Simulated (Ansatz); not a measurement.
`NC([SiH3])S` + `OC(O)[SiH3]` → `OC([SiH3])O[SiH3]` + `NCS`  (ligand exchange at the Si–C bond)

Computed with Ansatz on PBE0-D4/def2-TZVP structures; ΔE is electronic, products minus reactants. CCSD(T)/CBS is the MP2 limit (def2-TZVPP, def2-QZVPP) plus CCSD(T) − MP2 in def2-TZVPP, frozen cores. DFT in def2-TZVPP. One conformer a species, not always the lowest.

(1) Is it downhill or uphill in electronic energy at CCSD(T)/CBS, and by how much? (Best estimate.)

(2) What do these levels give: PBE-D4, ωB97M-V, r2SCAN, CCSD(T)/def2-TZVPP, SCS-MP2/def2-QZVPP, MP2/CBS(def2)? (Estimate.)

Largest T1 diagnostic among the species: 0.013.

Results:

(1) Computed: Downhill: ΔE = -87.7 kJ/mol.

(2) The calculation gave: PBE-D4 -75.5, ωB97M-V -86.9, r2SCAN -87.2, CCSD(T)/def2-TZVPP -88.7, SCS-MP2/def2-QZVPP -93.5, MP2/CBS(def2) -87.6 kJ/mol.

In def2-TZVPP, CCSD(T) changes the Hartree–Fock value by +21.5 kJ/mol (the triples alone add +3.1 kJ/mol) and MP2 by +21.6 kJ/mol. From PBE to PBE0 (25 % exact exchange), in def2-TZVPP and without D4, ΔE moves by −4.2 kJ/mol.
